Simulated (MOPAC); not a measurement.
Input file for MOPAC: PM3 on CH6AlN (SMILES C[NH][AlH2]), a point of a bond scan (R = 1.420 Å).

```
PM3 1SCF PRECISE CHARGE=0 THREADS=1
CH6AlN

Al    -0.09554821 1     0.21230625 1     1.21055513 1
H     -1.16135844 1     0.68114903 1     2.02314509 1
H      1.33950148 1    -0.17605091 1     1.73948491 1
N     -0.40101281 1     0.05181869 1    -0.52668088 1
C      0.50358135 1    -0.39974265 1    -1.57473334 1
H     -1.31058521 1     0.29300099 1    -0.89512944 1
H      0.67412933 1     0.37093819 1    -2.33410790 1
H      0.13147088 1    -1.29475018 1    -2.08481235 1
H      1.47299368 1    -0.65063692 1    -1.14091851 1
```

Output:

```
*******************************************************************************
 **                                                                           **
 **                              MOPAC v23.2.5                                **
 **                                                                           **
 *******************************************************************************
 ** MOPAC's Digital Object Identifier: https://doi.org/10.5281/zenodo.6511958 **
 **                                                                           **
 ** Please cite the open-source release paper for use of this MOPAC version:  **
 ** J. E. Moussa and J. J. P. Stewart (2026)                                  **
 ** MOPAC: An open-source semiempirical molecular orbital program             **
 ** J. Open Source Softw., 11(119), 8025, https://doi.org/10.21105/joss.08025 **
 *******************************************************************************

                              PM3 CALCULATION RESULTS

 *******************************************************************************
 *  PM3        - The PM3 Hamiltonian to be used
 *
 *
 *
 *                 CHARGE ON SYSTEM = 0
 *
 *
 *
 *  PRECISE    - TIGHTER CRITERIA TO BE USED
 *  1SCF       - DO 1 SCF AND THEN STOP
 *  THREADS=1  - MULTI-THREADING NOT USED
 *  T=         - A TIME OF 172800.0 SECONDS REQUESTED
 *  DUMP=N     - RESTART FILE WRITTEN EVERY 7200.0 SECONDS REQUESTED
 *******************************************************************************
PM3 1SCF PRECISE CHARGE=0 THREADS=1
 CH6AlN

   ATOM   CHEMICAL          X               Y               Z
  NUMBER   SYMBOL      (ANGSTROMS)     (ANGSTROMS)     (ANGSTROMS)

     1      Al         -0.09554821  *   0.21230625  *   1.21055513  *
     2       H         -1.16135844  *   0.68114903  *   2.02314509  *
     3       H          1.33950148  *  -0.17605091  *   1.73948491  *
     4       N         -0.40101281  *   0.05181869  *  -0.52668088  *
     5       C          0.50358135  *  -0.39974265  *  -1.57473334  *
     6       H         -1.31058521  *   0.29300099  *  -0.89512944  *
     7       H          0.67412933  *   0.37093819  *  -2.33410790  *
     8       H          0.13147088  *  -1.29475018  *  -2.08481235  *
     9       H          1.47299368  *  -0.65063692  *  -1.14091851  *



          CARTESIAN COORDINATES

    NO.       ATOM           X           Y           Z

     1        Al         -0.0955      0.2123      1.2106
     2         H         -1.1614      0.6811      2.0231
     3         H          1.3395     -0.1761      1.7395
     4         N         -0.4010      0.0518     -0.5267
     5         C          0.5036     -0.3997     -1.5747
     6         H         -1.3106      0.2930     -0.8951
     7         H          0.6741      0.3709     -2.3341
     8         H          0.1315     -1.2948     -2.0848
     9         H          1.4730     -0.6506     -1.1409

  H: (PM3): J. J. P. STEWART, J. COMP. CHEM. 10, 209 (1989).
  C: (PM3): J. J. P. STEWART, J. COMP. CHEM. 10, 209 (1989).
  N: (PM3): J. J. P. STEWART, J. COMP. CHEM. 10, 209 (1989).
 Al: (PM3): J. J. P. STEWART, J. COMP. CHEM. 10, 209 (1989).

           Empirical Formula: C H6 N Al  =     9 atoms



      MOLECULAR POINT GROUP   :   Cs


      RHF CALCULATION, NO. OF DOUBLY OCCUPIED LEVELS = 9


 -------------------------------------------------------------------------------
 PM3 1SCF PRECISE CHARGE=0 THREADS=1
 CH6AlN



     1SCF WAS SPECIFIED, SO BFGS WAS NOT USED
     SCF FIELD WAS ACHIEVED


                              PM3 CALCULATION
                                                       MOPAC v23.2.5 Linux




          FINAL HEAT OF FORMATION =         34.99512 KCAL/MOL =     146.41959 KJ/MOL


          COSMO AREA              =        109.00 SQUARE ANGSTROMS
          COSMO VOLUME            =         95.42 CUBIC ANGSTROMS

          IONIZATION POTENTIAL    =          9.827845 EV
          HOMO LUMO ENERGIES (EV) =         -9.828 -1.684
          NO. OF FILLED LEVELS    =          9
          MOLECULAR WEIGHT        =         59.0466         POINT GROUP:  Cs

          MOLECULAR DIMENSIONS (Angstroms)

            Atom       Atom       Distance
            H     7    H     2     4.73824
            H     6    H     3     3.50993
            H     8    H     2     1.73362


          SCF CALCULATIONS        =          1





   ATOM   CHEMICAL          X               Y               Z
  NUMBER   SYMBOL      (ANGSTROMS)     (ANGSTROMS)     (ANGSTROMS)

     1      Al         -0.09554821  *   0.21230625  *   1.21055513  *
     2       H         -1.16135844  *   0.68114903  *   2.02314509  *
     3       H          1.33950148  *  -0.17605091  *   1.73948491  *
     4       N         -0.40101281  *   0.05181869  *  -0.52668088  *
     5       C          0.50358135  *  -0.39974265  *  -1.57473334  *
     6       H         -1.31058521  *   0.29300099  *  -0.89512944  *
     7       H          0.67412933  *   0.37093819  *  -2.33410790  *
     8       H          0.13147088  *  -1.29475018  *  -2.08481235  *
     9       H          1.47299368  *  -0.65063692  *  -1.14091851  *

                             CARTESIAN COORDINATES

   1   Al       -0.095548210     0.212306250     1.210555130
   2    H       -1.161358440     0.681149030     2.023145090
   3    H        1.339501480    -0.176050910     1.739484910
   4    N       -0.401012810     0.051818690    -0.526680880
   5    C        0.503581350    -0.399742650    -1.574733340
   6    H       -1.310585210     0.293000990    -0.895129440
   7    H        0.674129330     0.370938190    -2.334107900
   8    H        0.131470880    -1.294750180    -2.084812350
   9    H        1.472993680    -0.650636920    -1.140918510


           Empirical Formula: C H6 N Al  =     9 atoms



      MOLECULAR POINT GROUP   :   Cs


                  EIGENVALUES
 -33.25122 -23.08503 -16.76007 -15.18907 -15.00290 -12.59996 -11.59561 -11.05236
  -9.82785  -1.68443   0.21027   1.33187   3.01874   3.46146   3.81717   3.93288
   4.53896   4.94971


              NET ATOMIC CHARGES AND DIPOLE CONTRIBUTIONS

  ATOM NO.   TYPE          CHARGE      No. of ELECS.   s-Pop       p-Pop
    1         Al           0.344322        2.6557     0.47873     2.17695
    2          H          -0.207022        1.2070     1.20702
    3          H          -0.171849        1.1718     1.17185
    4          N          -0.057469        5.0575     1.40734     3.65013
    5          C          -0.102681        4.1027     1.14505     2.95763
    6          H           0.051805        0.9482     0.94819
    7          H           0.041537        0.9585     0.95846
    8          H           0.041537        0.9585     0.95846
    9          H           0.059820        0.9402     0.94018
 DIPOLE           X         Y         Z       TOTAL
 POINT-CHG.     0.011    -0.296    -1.956     1.978
 HYBRID        -0.281    -0.052    -0.962     1.004
 SUM           -0.270    -0.349    -2.918     2.951


          ATOMIC ORBITAL ELECTRON POPULATIONS

     Atom    s        px        py        pz
    1 Al   0.47873   0.94191   0.53941   0.69564
    2  H   1.20702
    3  H   1.17185
    4  N   1.40734   1.05714   1.45104   1.14195
    5  C   1.14505   0.98839   1.00056   0.96868
    6  H   0.94819
    7  H   0.95846
    8  H   0.95846
    9  H   0.94018

 **********************
 *                    *
 * JOB ENDED NORMALLY *
 *                    *
 **********************




 == MOPAC DONE ==
```

The run finished.

Cost: roughly 0.010 core-seconds.
